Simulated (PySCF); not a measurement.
# ClPtN at several levels of theory

All levels use the PBE0 minimum (singlet; Pt–Cl 2.194 Å, Pt–N 1.667 Å; Cl–Pt–N 180.0°), basis [Pt def2-TZVP with ECP60, N def2-TZVP, Cl def2-TZVP], scalar-relativistic core potentials, density fitting, no spin–orbit coupling, PySCF. For vertical energies the ionised species is a doublet (spins chosen at PBE0 and kept) and the electron-attached one a doublet. Atomisation goes to high-spin ground-configuration atoms, without zero-point energy. Open shells are unrestricted, also as the reference of the correlated levels. A dash marks a value that was not computed or is not defined at that level.

```
  level  atomisation (kJ/mol)  vertical IP (eV)  vertical EA (eV)  −ε(HOMO) (eV)  gap (eV)  dipole (D)
   PBE0                   664             10.24              2.49           8.06      3.42        0.21
     HF                    40              9.81              2.46          11.22     10.54        1.43
    MP2                   863             10.80              1.44              –         –           –
    PBE                   806              9.99              2.16           6.72      1.22        0.29
CCSD(T)                   697                 –                 –              –         –           –
 r2SCAN                   732             10.14              2.37           7.06      1.57        0.08
  B3LYP                   662             10.29              2.45           7.85      3.00        0.09
  TPSSh                   706             10.11              2.29           7.33      2.28        0.01
```

For ClPtN itself CCSD(T) correlates 30 electrons; T1 = 0.024, D1 = 0.083, (T) = -128 kJ/mol.

(1) Which levels differ least and most from CCSD(T) in the atomisation?

## Answers

(1) Least: TPSSh (+9 kJ/mol); most: HF (-657 kJ/mol). CCSD(T) atomisation energies in a triple-zeta basis lie tens of kJ/mol low, so this is no ranking by accuracy.

Without diffuse functions attachment energies tend to come out too low.

No spin–orbit coupling is included, which matters more the heavier the element.
